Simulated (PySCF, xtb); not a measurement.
B(OH)2(SeH) (BH₃O₂Se), SMILES OB(O)[SeH].

GFN2-xTB in xtb at its own geometry gives an orbital gap of 5.21 eV and a dipole moment of 3.42 D.

Geometry: PBE-D3(BJ)/def2-SVP. The values are those of a single conformer.

Question: What does ωB97X/def2-TZVP run with PySCF give? (Estimate from the structure and the level; the computed values follow.)

Answer: gap 11.34 eV (levels -9.39 and 1.94 eV), dipole 1.29 D.
